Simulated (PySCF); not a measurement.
# Re(2+): excitation energy

Re(2+) [Xe] 4f14 5d5 (6S) → Re(2+) [Xe] 4f14 5d4 6s1 (6D), as a difference of total energies. Computed with PySCF 2.14 in x2c-TZVPPall, with the spin-free X2C one-electron Hamiltonian (Gaussian nucleus). Correlated levels: valence: [Xe] 4f14 frozen. The calculations carry no spin-orbit coupling.

| method | excitation energy (eV) |
| --- | --- |
| UHF | 2.790 |
| LDA | 2.338 |
| PBE | 2.375 |
| PBE0 | 2.609 |
| r2SCAN | 2.347 |
| MP2 (valence) | 2.857 |
| SCS-MP2 (valence) | 2.812 |

Q: How much does correlation contribute at MP2 (valence)?

A: 2.857 − (2.790) = 0.067 eV, measured against UHF.

A first-order spin-orbit estimate (lowest level to lowest level, LS coupling) adds -0.586 eV.

The basis was made for the ground configuration and has no added diffuse functions, so the excitation energy can come out too high.
